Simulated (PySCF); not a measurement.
# Working with the constants of RbCd⁺

RHF-CCSD(T) constants of RbCd⁺, ¹Σ⁺ (singlet), closed shell (PySCF, scalar-relativistic core potentials, basis sets Rb def2-SVP with ECP28, Cd def2-SVP with ECP28; masses 84.9118 and 113.9034 u):

| Property | Result |
| --- | --- |
| ωe | 45.0 cm⁻¹ |
| ωexe | 0.38 cm⁻¹ |
| Be | 0.022898 cm⁻¹ |
| αe | 0.000218 cm⁻¹ |
| De to Rb⁺ + Cd | 0.184 eV |

Problem. What force constant and bond length do these constants imply?

Solution. Reduced mass μred = 48.647 u; k = 5.8918×10⁻⁷·μred·ωe² (u, cm⁻¹, mdyn/Å) = 0.0580 mdyn/Å; Re = √(16.8576/(μred·Be)) (u, cm⁻¹, Å) = 3.890 Å.

Problem. Estimate the centrifugal constant D from the Kratzer relation and find the Dunham coefficient a1.

Solution. D = 4Be³/ωe² = 2.37e-08 cm⁻¹; a1 = −1 − αeωe/(6Be²) = -4.12.

Correlated steps freeze no core orbitals. The bond is weak. Basis-set superposition, not corrected here, can be much of De in a small basis, most of all at correlated wavefunction levels. For an ion De counts to the pair picked by the measured ionisation energies or electron affinities, which need not be the lowest pair at this level.
